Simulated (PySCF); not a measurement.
**3-bromopyridine, C₅H₄BrN**

Molfile (atoms numbered from 1):
```
C5H4BrN
     RDKit          3D

 11 11  0  0  0  0  0  0  0  0999 V2000
    2.4207    0.5223   -0.1419 Br  0  0  0  0  0  0  0  0  0  0  0  0
    0.6385   -0.0803   -0.0871 C   0  0  0  0  0  0  0  0  0  0  0  0
   -0.4171    0.8267   -0.0451 C   0  0  0  0  0  0  0  0  0  0  0  0
   -1.7111    0.3152   -0.0058 C   0  0  0  0  0  0  0  0  0  0  0  0
   -1.8858   -1.0682   -0.0104 C   0  0  0  0  0  0  0  0  0  0  0  0
   -0.8724   -1.9290   -0.0505 N   0  0  0  0  0  0  0  0  0  0  0  0
    0.3650   -1.4512   -0.0882 C   0  0  0  0  0  0  0  0  0  0  0  0
   -0.2275    1.9018   -0.0432 H   0  0  0  0  0  0  0  0  0  0  0  0
   -2.5736    0.9841    0.0280 H   0  0  0  0  0  0  0  0  0  0  0  0
   -2.8928   -1.4988    0.0198 H   0  0  0  0  0  0  0  0  0  0  0  0
    1.1872   -2.1743   -0.1208 H   0  0  0  0  0  0  0  0  0  0  0  0
  1  2  1  0
  2  3  1  0
  3  4  2  0
  4  5  1  0
  5  6  2  0
  6  7  1  0
  7  2  2  0
  3  8  1  0
  4  9  1  0
  5 10  1  0
  7 11  1  0
M  END
```

Method: quadratic response CAM-B3LYP/def2-TZVPD first hyperpolarisability, Taylor convention, gas phase in PySCF 2.14.0. Geometry: PBE0-D3(BJ)/def2-SVP.

The calculation is non-relativistic, which matters for the atoms heavier than Zn.

Q: What is the first hyperpolarisability, and how does it disperse?

A: In au, Taylor convention; the vector part is βᵢ = ⅓ Σⱼ (βᵢⱼⱼ + βⱼᵢⱼ + βⱼⱼᵢ); β∥ is 3/5 of the vector part along the dipole, the dipole points from − to +:
| process | λ (nm) | β vector norm | β∥ | β HRS | depolarisation ratio |
| --- | --- | --- | --- | --- | --- |
| static β(0;0,0) | ∞ | 46.8 | -24.2 | 29.4 | 2.35 |
| second harmonic β(−2ω;ω,ω) | 1907 | 48.0 | -26.5 | 31.2 | 2.28 |
| Pockels β(−ω;ω,0) | 1907 | 47.1 | -24.9 | – | – |
| second harmonic β(−2ω;ω,ω) | 1064 | 55.3 | -33.1 | 37.2 | 2.26 |
| Pockels β(−ω;ω,0) | 1064 | 48.1 | -26.7 | – | – |

Q: Which lowest excitations, dipole and polarisabilities go with it?

A: S1 5.01 eV (f = 0.005); S2 5.26 eV (f = 0.052); S3 5.37 eV (f = 0.000); dipole 2.07 D; isotropic α 86.0 au static, 86.4 au at 1907 nm, 87.1 au at 1064 nm, 87.4 au at 953.5 nm, 90.6 au at 532 nm.
